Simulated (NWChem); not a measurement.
Si2H3Cl, singlet; SMILES [SiH3][Si]Cl

```xyz
6

Si     1.1064     0.2183     0.0000
Cl    -0.4855     1.5970     0.0000
Si    -0.3662    -1.7064     0.0000
H     -1.2375    -1.6537     1.2187
H      0.3705    -3.0109    -0.0026
H     -1.2431    -1.6515    -1.2147
```
Atoms are numbered in this order, from 1.

Low-valent species are run as closed-shell singlets; no triplet was tried in these runs. Geometry: optimised at PBE0/def2-SVP.

Q: List the 6 lowest vertical singlet excitations from PBE/def2-SVPD, TDA (NWChem).

A: 
| state | energy (eV) | oscillator strength | leading excitation (squared amplitude) |
|---|---|---|---|
| S1 | 1.88 | 0.003 | HOMO → LUMO (0.98) |
| S2 | 4.16 | 0.000 | HOMO−1 → LUMO (0.94) |
| S3 | 4.51 | 0.005 | HOMO → LUMO+1 (0.78) |
| S4 | 4.67 | 0.018 | HOMO−2 → LUMO (0.66) |
| S5 | 4.80 | 0.001 | HOMO−4 → LUMO (0.95) |
| S6 | 5.07 | 0.013 | HOMO−3 → LUMO (0.81) |
